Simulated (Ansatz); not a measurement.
Consider the cleavage of the Si–Si bond: `[SiH3][SiH2]Cl` + `C[O][Sc]([OH])[Cl]` → `C[O][Sc]([Cl])[O][SiH3]` + `[SiH3]Cl`.

Computed with Ansatz on PBE0-D4/def2-TZVP structures; ΔE is electronic, products minus reactants. CBS: MP2 limit from def2 TZ/QZ plus the TZ coupled-cluster correction, frozen cores. This one scheme is used for every species. Functionals use def2-TZVPP. For Sc outer-core shells are correlated without core-valence functions, which leaves a few kJ/mol of doubt a bond. Scalar relativity is left out up to krypton. Each species was taken in one conformer, which may not be the lowest.

(1) Is it downhill or uphill in electronic energy at CCSD(T)/CBS, and by how much? (Estimate.)

(2) What do these levels give: PBE-D4, B97M-V, r2SCAN0-D4, ωB97M-V, revPBE, BLYP, PBE0, CAM-B3LYP, LC-ωPBE, HF/def2-SVP, SCS-MP2/def2-TZVPP, MP2/CBS(def2)? (Estimate.)

Largest T1 diagnostic among the species: 0.015.

Answers

(1) The calculation gave: Downhill: ΔE = -1.17 eV.

(2) The calculation gave: PBE-D4 -0.87, B97M-V -1.10, r2SCAN0-D4 -1.11, ωB97M-V -1.15, revPBE -0.89, BLYP -1.09, PBE0 -0.97, CAM-B3LYP -1.19, LC-ωPBE -1.03, HF/def2-SVP -1.38, SCS-MP2/def2-TZVPP -1.29, MP2/CBS(def2) -1.23 eV.

From PBE to PBE0 (25 % exact exchange), in def2-TZVPP and without D4, ΔE moves by −0.09 eV. In def2-TZVPP, CCSD(T) changes the Hartree–Fock value by +0.26 eV (the triples alone add +0.03 eV) and MP2 by +0.19 eV. Leaving LDA and LC-ωPBE aside and taking each functional with its dispersion term where it has one, the values, not all of them listed here, spread over 0.37 eV, from BHLYP-D4 to PBE-D4.
